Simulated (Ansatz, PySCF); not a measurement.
AlFH5NO2Si, SMILES [SiH2]([NH][Al]([OH])[OH])F. Atoms are numbered in the order given.

```xyz
11

Si    -1.7684     0.2933     0.0690
F     -2.4185    -0.3983     1.3976
N     -0.3295    -0.4898    -0.4402
Al     1.3727    -0.0369    -0.1076
O      2.5670    -1.0699    -0.7264
O      1.7930     1.3563     0.7647
H     -1.4135     1.6871     0.4491
H     -2.8283     0.2405    -0.9702
H     -0.4607    -1.3609    -0.9542
H      3.5129    -0.9425    -0.6161
H      1.1935     1.9971     1.1552
```

Geometry optimised at B3LYP-D3(BJ)/def2-SVP. The structure was generated by enumeration; whether it is a known compound was not checked. Other conformers were not sampled.

Two levels are set side by side: PBE-D3(BJ)/def2-SVP (Ansatz, a program for electronic structure) and B3LYP-D3(BJ)/def2-SVP (Ansatz). Each level has its own optimised geometry; the coordinates shown are those of the second. Frequencies come from the Hessian of PySCF at each geometry. Differences are taken from unrounded values.

```
quantity                            B3LYP-D3(BJ)
----------------------------------  ------------
mean bond length (Å)                       1.445
bond Si1–F2 (Å)                            1.633
bond Si1–N3 (Å)                            1.716
bond N3–Al4 (Å)                            1.793
bond Al4–O5 (Å)                            1.696
bond Al4–O6 (Å)                            1.697
bond Si1–H7 (Å)                            1.488
bond Si1–H8 (Å)                            1.485
bond N3–H9 (Å)                             1.020
bond O5–H10 (Å)                            0.961
bond O6–H11 (Å)                            0.960
highest harmonic wavenumber (cm⁻¹)          3935
mean harmonic wavenumber (cm⁻¹)             1045
zero-point energy (kcal/mol)               40.32
```

What does PBE-D3(BJ) give, and how far is it from B3LYP-D3(BJ)? (An estimate is asked for; the answer gives what the named calculation found.)


```csv
quantity,PBE-D3(BJ),PBE-D3(BJ) minus B3LYP-D3(BJ)
mean bond length (Å),1.456,0.011
bond Si1–F2 (Å),1.644,0.011
bond Si1–N3 (Å),1.725,0.009
bond N3–Al4 (Å),1.804,0.011
bond Al4–O5 (Å),1.710,0.014
bond Al4–O6 (Å),1.712,0.015
bond Si1–H7 (Å),1.502,0.015
bond Si1–H8 (Å),1.499,0.014
bond N3–H9 (Å),1.027,0.007
bond O5–H10 (Å),0.969,0.009
bond O6–H11 (Å),0.970,0.009
highest harmonic wavenumber (cm⁻¹),3822,-112
mean harmonic wavenumber (cm⁻¹),1014,-30
zero-point energy (kcal/mol),39.15,-1.17
```

Exact exchange shortens and stiffens bonds; PBE has none. Differences between two approximate levels are no errors against the true value.
